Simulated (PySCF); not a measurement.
[PbCl3(NH3)]−: from a saddle point downhill

PySCF 2.14.0, RKS PBE0, Pb def2-SVP with ECP60, Cl def2-SVP, N def2-SVP, H def2-SVP; non-relativistic Hamiltonian with scalar-relativistic core potentials where named; density fitting; no spin-orbit coupling. Relaxed within the symmetry of its start, the geometry (C3v) is

```xyz
8

Pb   -0.1022    0.1022   -0.1022
Cl    1.5218    1.3583    1.5218
Cl   -1.3583   -1.5218    1.5218
Cl    1.5218   -1.5218   -1.3583
N    -2.1743    2.1743   -2.1743
H    -2.7796    2.7796   -1.6231
H    -1.6231    2.7796   -2.7796
H    -2.7796    1.6231   -2.7796
```

and its lowest harmonic modes are -54, -54, -19, -19, 52, 78 cm⁻¹ (negative: unstable). It was moved along the lowest mode and relaxed again.

Where does it end, and how much lower?

In Cs, 0.430 eV lower, after 59 steps:
```xyz
8

Pb   -1.2115   -0.3071    0.0784
Cl   -0.6018    2.0711    0.9924
Cl   -0.0673   -1.7841    1.8908
Cl    0.5927   -0.4169   -1.8188
N    -1.8133    1.9323   -2.1564
H    -1.4775    2.4582   -1.3438
H    -0.9856    1.4242   -2.4826
H    -2.0466    2.6142   -2.8771
```

How do the contacts change?


```json
{"contact": "Pb1–Cl2 (Cl)", "saddle (Å)": "2.618", "end (Å)": "2.620"}
{"contact": "Pb1–Cl3 (Cl)", "saddle (Å)": "2.618", "end (Å)": "2.603"}
{"contact": "Pb1–Cl4 (Cl)", "saddle (Å)": "2.618", "end (Å)": "2.620"}
{"contact": "Pb1–N5 (NH3)", "saddle (Å)": "3.589", "end (Å)": "3.221"}
{"contact": "Pb1–H7 (NH3)", "saddle (Å)": "4.080", "end (Å)": "3.100"}
```


Is the end a minimum?

Yes; lowest modes 49, 68, 80, 90, 110, 136 cm⁻¹.

State: singlet.
